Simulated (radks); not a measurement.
Results of a calculation; reference values are marked as such.
Fractional charge and spin in the 5s shell of tin: the spin-up occupation runs from 0 to 1 and the spin-down occupation from 0 to 1; the fullest corner is Sn+, [Kr] 4d10 5p(up 0.5, down 0.5) 5s(up 1, down 1). Code: a radial shooting solver on a logarithmic mesh with Libxc functionals. Model: scalar-relativistic Kohn-Sham, r2SCAN, spin-polarised, spherical densities, finite nucleus; meta-GGA in the generalised Kohn-Sham scheme; Fermi nuclear charge, rms radius of each element as measured or else 0.836 A^(1/3) + 0.57 fm. Energy (eV) above the fullest corner. The planes named below are the two flat planes that join the four corners, with an edge along up + down = one added electron.

down \ up       0    0.25     0.5    0.75       1
0          54.063  45.260  36.986  29.245  22.016
0.25       45.260  37.118  29.491  22.382  15.779
0.5        36.986  29.491  22.496  16.010  10.027
0.75       29.245  22.382  16.010  10.142   4.770
1          22.016  15.779  10.027   4.770   0.000

Corners above the fullest one (they belong to Sn2+ and the next ion): (up 1, down 0) 22.016 eV, (up 0, down 1) 22.016 eV, (up 0, down 0) 54.063 eV. With half an added electron in each spin the energy lies 0.480 eV from the planes, and with half an added electron in spin up alone -1.053 eV. The planes are only a guide here: the flat-plane condition holds for ground states with one frontier orbital, while this shell lies below other occupied shells, so the corners above the fullest one are inner-hole states and not the ground states of those ions.
